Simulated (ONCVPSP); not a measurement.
Bi (Z = 83), ONCV: configuration errors across variants

Bi, optimised norm-conserving Vanderbilt (ONCV), made with ONCVPSP 4.0.1 (revPBE, scalar-relativistic). Core [Xe] 4f14, reference 5d10 6s2 6p3. Waves: 6s: rc 1.90 bohr, ncon 4, nbas 8, qcut 2.7 1/bohr, 2 projectors, debl 1.5 Ha; 6p: rc 2.25 bohr, ncon 4, nbas 7, qcut 3.3 1/bohr, 2 projectors, debl 3.1 Ha; 5d: rc 1.10 bohr, ncon 3, nbas 7, qcut 8.2 1/bohr, 3 projectors, debl 2.4 Ha. Local part: polynomial inside 0.70 bohr (lpopt 2, dvloc0 0 Ha). Core correction: Teter function, fcfact 2.75, rcfact 1.6.

All-electron excitation energies from the reference (eV): (1) 5d10 6s2 6p2 7.842; (2) 5d10 6s2 6p1 22.990; (3) 5d10 6s2 6p0 46.198; (4) 5d9 6s2 6p3 33.288.

1 further variants failed, have other tests or another functional or relativity, and are left out.

A true bound ghost makes a file unfit for plane-wave use even where its test errors are small: the radial tests pick states by their node count and pass the ghost by.

Errors AE − PS in meV (a dash: test not solved or not reliable):

```tsv
change	(1)	(2)	(3)	(4)	bound ghosts	GHOST(+) flags above zero
base	-4.4	-18	-55	-149	s, p	s, d
core correction none	-4.2	-14	-28	-115	s, p	s, d
p: ncon 3, nbas 6	-3.9	-17	-55	-141	s, p	s, d
core correction Teter function, fcfact 2.75, rcfact 1.58	-4.4	-17	-50	-148	s, p	s, d
d: rc 0.84	-4.4	-18	-55	-161	s, p, d	s, d
s: rc 2.12	-4.6	-19	-57	-134	s, p	s, d
local potential polynomial inside 0.70 bohr (lpopt 2, dvloc0 -2 Ha)	-4.4	-18	-55	-149	s, p	s, d
s: debl 4.25	-4.4	-18	-54	-151	s, p	s, d
```

Problem. Give the same row for: p: qcut 3.6.

Solution. -4.5, -18, -56, -154; bound ghosts: s, p; GHOST(+) flags above zero: s, p, d.
